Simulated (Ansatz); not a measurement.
The same path of a periodic cell of 17 atoms, LiSi16 (host Si, host structure diamond, interstitial Li), cell charge +1 was run twice with different band settings. Lost on the way: Si3–Li17, Si9–Li17, Si12–Li17, Si15–Li17. Made: Si5–Li17, Si8–Li17, Si14–Li17.

Computed with DFT LDA, scalar-relativistic, plane waves, PAW in Ansatz. Settings: PAW set soft_1, cutoff 420 eV, k mesh 2x2x2, gaussian smearing 0.02 eV, no spin polarisation.

Relaxed end points:

```xyz
17
Lattice="0.0000 5.4300 5.4300 5.4300 0.0000 5.4300 5.4300 5.4300 0.0000" Properties=species:S:1:pos:R:3
Si 0.037 0.062 0.035
Si 1.403 1.389 1.402
Si 2.732 2.758 0.039
Si 4.086 4.139 1.420
Si 2.750 0.038 2.749
Si 4.099 1.387 4.098
Si 5.467 2.754 2.773
Si 6.833 4.121 4.100
Si 0.040 2.758 2.731
Si 1.422 4.139 4.085
Si 2.757 5.475 2.756
Si 4.091 6.808 4.089
Si 2.775 2.754 5.466
Si 4.102 4.121 6.832
Si 5.470 5.450 5.469
Si 6.852 6.804 6.850
Li 5.474 8.191 5.472
```

```xyz
17
Lattice="0.0000 5.4300 5.4300 5.4300 0.0000 5.4300 5.4300 5.4300 0.0000" Properties=species:S:1:pos:R:3
Si 0.026 -0.027 0.025
Si 1.401 1.339 1.400
Si 2.757 2.671 0.029
Si 4.090 4.028 1.400
Si 2.782 -0.014 2.781
Si 4.123 1.306 4.122
Si 5.442 2.647 2.781
Si 6.821 4.038 4.132
Si 0.029 2.671 2.756
Si 1.401 4.028 4.089
Si 2.757 5.399 2.756
Si 4.101 6.757 4.100
Si 2.782 2.647 5.441
Si 4.133 4.038 6.820
Si 5.450 5.409 5.449
Si 6.821 6.726 6.820
Li 6.841 9.448 6.840
```

Common settings: climbing image yes; force threshold 0.05 eV/Å; end points relaxed.

| run | movable images | spring | optimiser | start path | iteration limit |
| --- | --- | --- | --- | --- | --- |
| 1 | 7 | 5.0 eV/Å² | lbfgs | IDPP | 44 |
| 2 | 3 | 100.0 eV/Å² | fire | default | 50 |

Problem. What does each run give, and how far can it be trusted?

Solution. Run 1: converged after 19 iterations, highest image 0.563 eV above the first end. By the program's own check the climbing image is of a kind that is not told: the force calls were inconclusive, a negative curvature could not be distinguished from the path's own, the only one lies far off the path, or fixed occupations may fill a level only in part (lowest curvatures found: -2.21 and 0.89 eV/Å²).
Run 2: converged after 29 iterations, highest image 0.567 eV above the first end. The order of the stationary point at the top wasn't checked.
Limits of this set-up: PAW files made for another functional, charged cell in a uniform background, uncorrected.
